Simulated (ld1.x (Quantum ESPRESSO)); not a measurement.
## Transferability test, TM potential for potassium (K)

```json
{
  "Element": "K",
  "Generator": "ld1.x (Quantum ESPRESSO) 7.5",
  "Type": "norm-conserving Troullier–Martins (Kleinman–Bylander form)",
  "Functional": "PBEsol",
  "Relativity": "scalar-relativistic",
  "Frozen core": "[Ne]",
  "Valence charge": "9",
  "Reference configuration": "3s2 3p6 3d0 4s0 4p0 (charge +1)",
  "Partial waves": "3s (bound): rc 1.10 bohr; 3p (bound): rc 1.30 bohr; 3d (bound, empty): rc 3.00 bohr",
  "Local potential": "the d channel",
  "Core correction": "none"
}
```

Energies are relative to the spin-unpolarised reference configuration 3s2 3p6 3d0 4s0 4p0; without spin polarisation the order of configurations can differ from experiment.

(1) Give the all-electron excitation energy and the error of the potential for: 3s2 3p6 3d0 4s1 4p0; 3s2 3p6 3d0 4s0.5 4p0; 3s2 3p6 3d0 4s0 4p1; 3s2 3p6 3d0.5 4s0.5 4p0; 3s2 3p6 3d1 4s0 4p0; 3s2 3p5 3d0 4s1 4p0; 3s1 3p6 3d0 4s1 4p0.

## Answers

(1)

| valence configuration | charge | ΔE all-electron (eV) | error AE − PS (meV) |
| --- | --- | --- | --- |
| 3s2 3p6 3d0 4s1 4p0 | 0 | -4.217 | +5.0 |
| 3s2 3p6 3d0 4s0.5 4p0 | +0.5 | -2.597 | +13 |
| 3s2 3p6 3d0 4s0 4p1 | 0 | -2.700 | -43 |
| 3s2 3p6 3d0.5 4s0.5 4p0 | 0 | -3.009 | +7.2 |
| 3s2 3p6 3d1 4s0 4p0 | 0 | -1.809 | -1.5 |
| 3s2 3p5 3d0 4s1 4p0 | +1 | 20.679 | +343 |
| 3s1 3p6 3d0 4s1 4p0 | +1 | 37.681 | +386 |

ld1.x printed “convergence not achieved” for 3 of the counted tests; their residual had stalled under 1e-8, short of the target of 1e-14.
